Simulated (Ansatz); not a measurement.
`O[CH]([SiH3])[GeH3]` and `N[CH]([SiH3])[GeH3]` differ in one atom or group.

Ansatz, PBE0-D4/def2-TZVP geometries, multiplicity 1. Each molecule was computed in one conformer, which needn't be the lowest.

Scalar relativity is left out up to krypton.

```csv
property,`O[CH]([SiH3])[GeH3]`
HOMO–LUMO gap (PBE/def2-TZVPP) / eV,5.56
LUMO energy (PBE/def2-TZVPP) / eV,-0.68
HOMO energy (PBE0/def2-TZVPP) / eV,-7.70
LUMO energy (B3LYP/def2-TZVPP) / eV,-0.10
LUMO energy (ωB97M-V/def2-TZVPP) / eV,1.75
size of the dipole moment (ωB97M-V/def2-TZVPP) / D,1.35
```

**Question.** What does the change do to each property? (Estimate.)

**Answer.** Computed: 
```csv
property,`N[CH]([SiH3])[GeH3]`,shift
HOMO–LUMO gap (PBE/def2-TZVPP) / eV,5.13,-0.43
LUMO energy (PBE/def2-TZVPP) / eV,-0.52,0.16
HOMO energy (PBE0/def2-TZVPP) / eV,-7.08,0.62
LUMO energy (B3LYP/def2-TZVPP) / eV,0.04,0.14
LUMO energy (ωB97M-V/def2-TZVPP) / eV,1.86,0.11
size of the dipole moment (ωB97M-V/def2-TZVPP) / D,1.62,0.27
```

With PBE0 the HOMO rises by 0.62 eV and the LUMO rises by 0.13 eV, so the gap narrows by about 0.49 eV. PBE moves the HOMO by 0.59 eV and ωB97M-V by 0.54 eV. Dipoles are sizes alone; their direction can turn.

B3LYP here is the variant with VWN-RPA as its local correlation; programs differ in this.
